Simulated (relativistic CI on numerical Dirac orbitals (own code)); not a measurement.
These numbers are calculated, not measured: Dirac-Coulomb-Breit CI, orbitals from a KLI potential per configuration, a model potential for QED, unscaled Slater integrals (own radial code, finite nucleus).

The strongest absorption lines from the ground level of an ion, among the configurations computed and to levels below about 1510 eV (vacuum wavelength in nm, gf): 0.82406 (0.63), 0.82491 (0.37), 0.82871 (0.26), 0.82894 (0.066), 2.8666 (0.099), 3.2127 (2), 3.4005 (1.5), 3.5807 (0.15).

(1) Which ion is it?
A. Os⁵¹⁺
B. Gd³⁹⁺
C. Er⁴³⁺
D. Er⁴⁵⁺

Answers

(1) C. Er⁴³⁺ has 25 electrons and the ground level 3s2 3p6 3d7 4F_9/2; the strongest line goes to 3s2 3p5 3d8 4D°_7/2. The pattern of lines fixes the number of electrons, and along that sequence the line energies rise steadily with the charge (about as its square where n changes within one kind of shell, about linearly where n is kept but much faster in heavy ions where fine structure, which grows about as Z⁴, sets the gap, and irregularly where shells cross), which fixes Z. Configurations outside the model, such as inner-shell arrays, can give stronger lines. At this charge energies of transitions that change n are usually good to better than 1 %, and those within a shell (Δn = 0) to a few per cent.

LS names give the leading component of a level, which can be under half, so a name can repeat, a term be missing and a line seem to break the LS rules.
